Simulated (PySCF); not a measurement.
Potential energy curve for GeSe, singlet.

UCCSD = CCSD on UHF/cc-pVDZ, 18 core orbitals frozen (PySCF 2.14.0); RKS-PBE = restricted PBE/cc-pVDZ (PySCF 2.14.0); UKS-LDA (SVWN5)/6-31G* = unrestricted LDA (SVWN5)/6-31G*, spherical d (PySCF); CASSCF(10,8)/cc-pVDZ (PySCF); RKS-BHandHLYP = restricted BHandHLYP/cc-pVDZ (PySCF).

Energies are in kJ/mol, each relative to the lowest point of its own curve near equilibrium.

| R / Å | UCCSD | RKS-PBE | UKS-LDA (SVWN5)/6-31G* | CASSCF(10,8) | RKS-BHandHLYP |
|---|---|---|---|---|---|
| 1.73 | 408.9 | 407.3 | 374.4 | 422.8 | 379.2 |
| 1.81 | 237.1 | 239.2 | 215.9 | 249.3 | 215.1 |
| 1.92 | 92.8 | 97.0 | 83.5 | 101.9 | 79.8 |
| 2.00 | 35.8 | 39.5 | 31.7 | 42.0 | 28.2 |
| 2.08 | 7.3 | 9.3 | 6.2 | 10.2 | 4.3 |
| 2.14 | 0.0 | 0.0 | 0.0 | 0.0 | 0.0 |
| 2.22 | 4.2 | 0.8 | 4.5 | 0.0 | 7.7 |
| 2.29 | 18.0 | 10.6 | 17.4 | 9.3 | 23.9 |
| 2.33 | 29.5 | 19.1 | 27.5 | 17.5 | 36.1 |
| 2.46 | 74.8 | 56.9 | 69.8 | 54.1 | 85.9 |
| 2.66 | 156.6 | 130.7 | 149.4 | 124.6 | 178.2 |
| 2.87 | 236.6 | 212.1 | 235.6 | 199.7 | 278.8 |
| 3.18 | 323.4 | 321.1 | 343.1 | 293.2 | 414.1 |
| 3.54 | 389.0 | 420.9 | 429.7 | 366.5 | 536.4 |
| 3.90 | 406.9 | 493.3 | 486.2 | 406.9 | 608.8 |
| 4.32 | 415.0 | 551.2 | 527.3 | 422.6 | 652.2 |
| 4.67 | 418.5 | 583.6 | 548.6 | 427.1 | 673.9 |
| 5.25 | 421.5 | 616.4 | 569.0 | 429.8 | 695.4 |
| 5.72 | 422.6 | 631.2 | 577.7 | 430.6 | 705.1 |
| 6.36 | 423.3 | 642.1 | 583.7 | 431.0 | 712.2 |
| 7.43 | 423.8 | 648.8 | 587.3 | 431.2 | 716.6 |
| 8.56 | 423.9 | — | 591.1 | 431.2 | 718.1 |

At the longest distance, 8.56 Å, RKS-BHandHLYP lies highest above its minimum (718.1 kJ/mol) and UCCSD lowest (423.9 kJ/mol).

Dashes: no converged value, or the column stops at the first point that the program doubted or that broke a chosen test of continuity, which isn't proof of a fault.

The unrestricted solution behind UCCSD changes between 2.87 and 3.18 Å and between 3.18 and 3.54 Å, which can leave a kink. The unrestricted determinant behind UCCSD is spin-contaminated at 2.29 to 8.56 Å (<S²> up to 2.0, against 0.00 for a pure singlet). The restricted form behind RKS-PBE, RKS-BHandHLYP keeps the bonding electrons paired and can't separate into open-shell fragments. The unrestricted solution behind UKS-LDA (SVWN5)/6-31G* changes between 3.18 and 3.54 Å, which can leave a kink. The unrestricted determinant behind UKS-LDA (SVWN5)/6-31G* is spin-contaminated at 3.18 to 8.56 Å (<S²> up to 1.9, against 0.00 for a pure singlet).
